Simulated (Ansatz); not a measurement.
`[SiH3][O][Ga]([Cl])[Cl]` + `N[Si]O` → `[NH2][Ga]([Cl])[O][SiH3]` + `O[Si]Cl`  (redistribution)

Isolated molecules relaxed with PBE0-D4/def2-TZVP in Ansatz; ΔE leaves out vibrations. CCSD(T)/CBS adds triple-zeta CCSD(T) − MP2 to the extrapolated MP2 energy (def2 sets, frozen cores). This one scheme is used for every species. DFT in def2-TZVPP. B3LYP here is the variant with VWN-RPA as its local correlation; programs differ in this. HSE06 is defined as in plane-wave codes. For Ga outer-core shells are correlated without core-valence functions, which leaves a few kJ/mol of doubt a bond. Scalar relativity is left out up to krypton. Each species was taken in one conformer, which may not be the lowest.

`[SiH3][O][Ga]([Cl])[Cl]`:

Cartesian coordinates in Å:
```
Si 0.084 -0.375 1.406
O 0.475 -0.431 -0.187
Ga 0.018 0.335 -1.696
Cl -1.481 1.828 -1.729
Cl 0.992 -0.262 -3.469
H -1.191 0.363 1.616
H 1.169 0.307 2.157
H -0.065 -1.766 1.903
```

`N[Si]O`:

Z-matrix (Å, degrees):
```
N
Si 1 1.716
H 1 1.010 2 128.3
H 1 1.009 2 120.1 3 180.0
O 2 1.656 1 102.6 3 0.0
H 5 0.961 2 121.6 1 -0.0
```

`[NH2][Ga]([Cl])[O][SiH3]`:

Z-matrix (Å, degrees):
```
Si
O 1 1.636
H 1 1.485 2 108.0
H 1 1.489 2 111.2 3 119.6
H 1 1.489 2 111.1 3 -119.6
Ga 2 1.767 1 136.9 3 179.6
Cl 6 2.131 2 118.2 1 -0.1
N 6 1.792 2 120.1 1 177.3
H 8 1.005 6 121.9 2 11.8
H 8 1.005 6 122.1 2 171.0
```

`O[Si]Cl`:

Z-matrix (Å, degrees):
```
O
Si 1 1.637
H 1 0.963 2 120.4
Cl 2 2.110 1 101.3 3 -0.0
```

```
             level  ΔE (kJ/mol)  difference from CCSD(T)/CBS
       LDA (SPW92)         18.8                         -1.9
            PBE-D4         19.9                         -0.8
         r2SCAN-D4         25.3                          4.6
            B97M-V         29.2                          8.5
           PBE0-D4         24.3                          3.6
          B3LYP-D4         23.8                          3.1
        r2SCANh-D4         26.1                          5.4
        r2SCAN0-D4         27.3                          6.6
          HSE06-D4         24.3                          3.6
          BHLYP-D4         29.1                          8.4
      CAM-B3LYP-D4         24.8                          4.1
           ωB97X-V         25.3                          4.6
           ωB97M-V         23.0                          2.3
            B2PLYP         24.4                          3.7
               PBE         20.2                         -0.5
            revPBE         20.5                         -0.2
            r2SCAN         25.4                          4.7
              PBE0         24.5                          3.8
             B3LYP         24.2                          3.5
           r2SCANh         26.2                          5.5
           r2SCAN0         27.4                          6.7
             HSE06         24.6                          3.9
             BHLYP         29.4                          8.7
         CAM-B3LYP         25.0                          4.3
           LC-ωPBE         24.0                          3.3
RPA@PBE/def2-TZVPP         23.2                          2.5
       HF/def2-SVP         38.2                         17.5
      MP2/def2-SVP         31.1                         10.4
     CCSD/def2-SVP         31.9                         11.2
  CCSD(T)/def2-SVP         31.3                         10.6
     HF/def2-TZVPP         37.0                         16.3
    MP2/def2-TZVPP         23.5                          2.8
SCS-MP2/def2-TZVPP         25.0                          4.3
   CCSD/def2-TZVPP         26.6                          5.9
CCSD(T)/def2-TZVPP         25.2                          4.5
    MP2/def2-QZVPP         20.8                          0.1
SCS-MP2/def2-QZVPP         22.8                          2.1
      HF/CBS(def2)         36.8                         16.1
     MP2/CBS(def2)         19.0                         -1.7
    CCSD/CBS(def2)         22.0                          1.3
       CCSD(T)/CBS         20.7                            0
```

Largest T1 diagnostic among the species: 0.014.

From PBE to PBE0 (25 % exact exchange), in def2-TZVPP and without D4, ΔE moves by +4.3 kJ/mol. In def2-TZVPP, CCSD(T) changes the Hartree–Fock value by −11.8 kJ/mol (the triples alone add −1.3 kJ/mol) and MP2 by −13.5 kJ/mol. At CCSD(T), def2-SVP lies +10.6 kJ/mol from the extrapolated value and def2-TZVPP +4.6 kJ/mol.
